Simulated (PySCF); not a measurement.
C2H6OSi.
Numbering: `[CH3:1][SiH2:2][CH:3]=[O:4]` (hydrogens: H5, H6, H7 on C1; H8, H9 on Si2; H10 on C3)

The geometry is computed with GFN2-xTB (gas phase).

Some entries are withheld. Bonds in one row agree within 0.01 Å.

```csv
coordinate,value
C1–Si2,1.890 Å
Si2–C3,?
C3=O4,?
"C1–H5, C1–H6, C1–H7",1.087 Å
"Si2–H8, Si2–H9",1.467 Å
C3–H10,1.114 Å
Si2–C1–H5,111.5°
H5–C1–H6,?
C1–Si2–C3,109.2°
C1–Si2–H8,112.8°
C3–Si2–H8,?
H8–Si2–H9,?
Si2–C3–O4,124.6°
Si2–C3–H10,116.6°
O4–C3–H10,118.8°
```

Estimate the withheld lengths and angles.

- Si2–C3 = 1.922 Å, drawn single (SiH2 silicon to carbonyl carbon); 0.08 Å above the sum of covalent radii, 1.84 Å.
- C3=O4 = 1.205 Å, drawn double (carbonyl carbon to carbonyl oxygen); 0.19 Å below the sum of covalent radii, 1.39 Å.
- H5–C1–H6 = 107.8°, at the Si-methyl carbon; the outer atoms are 1.757 Å apart.
- C3–Si2–H8 = 105.9°, at the SiH2 silicon; the outer atoms are 2.720 Å apart.
- H8–Si2–H9 = 109.8°, at the SiH2 silicon; the outer atoms are 2.400 Å apart.

Radii are Cordero's, carbon taken as 0.76, 0.73 or 0.69 Å for four, three, and two or fewer neighbours.

No GFN2-xTB frequencies stand behind this structure, so it isn't proved a minimum. The numbers are those of one conformer (C1–Si2–C3–O4 0°).
